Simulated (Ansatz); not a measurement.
Program: Ansatz. Geometries: PBE0-D4/def2-TZVP. ΔE: electronic, gas phase. CBS: MP2 limit from def2 TZ/QZ plus the TZ coupled-cluster correction, frozen cores. DFT in def2-TZVPP. def2 core potentials past Kr. For Ge, Te outer-core shells are correlated without core-valence functions, which leaves a few kJ/mol of doubt a bond. Scalar relativity is left out up to krypton. One conformer a species, not always the lowest.

Consider the isomerisation: `C=C[Te][GeH3]` → `C=[C]([GeH3])[TeH]`.

(1) Is it downhill or uphill in electronic energy at CCSD(T)/CBS, and by how much? (An estimate is asked.)

(2) What do these levels give: PBE-D4, r2SCAN-D4, PBE0-D4, B2PLYP, PBE0, MP2/def2-TZVPP, SCS-MP2/def2-TZVPP, CCSD/def2-TZVPP, MP2/def2-QZVPP, SCS-MP2/def2-QZVPP, HF/CBS(def2), MP2/CBS(def2)? (An estimate is asked.)

Largest T1 diagnostic among the species: 0.012.

Results:

(1) Computed: Uphill: ΔE = +67.6 kJ/mol.

(2) Ansatz gave: PBE-D4 72.5, r2SCAN-D4 72.2, PBE0-D4 74.5, B2PLYP 71.8, PBE0 76.4, MP2/def2-TZVPP 64.9, SCS-MP2/def2-TZVPP 64.6, CCSD/def2-TZVPP 64.6, MP2/def2-QZVPP 67.8, SCS-MP2/def2-QZVPP 67.3, HF/CBS(def2) 79.6, MP2/CBS(def2) 69.8 kJ/mol.

The D4 term adds −3.7 kJ/mol with B3LYP and −1.9 kJ/mol with PBE0; it sums over pairs of atoms, weighted by their polarisabilities, and B3LYP, whose exchange is more repulsive, gets the larger term. In def2-TZVPP, CCSD(T) changes the Hartree–Fock value by −16.6 kJ/mol (the triples alone add −1.9 kJ/mol) and MP2 by −14.4 kJ/mol.

B3LYP here is the variant with VWN-RPA as its local correlation; programs differ in this.
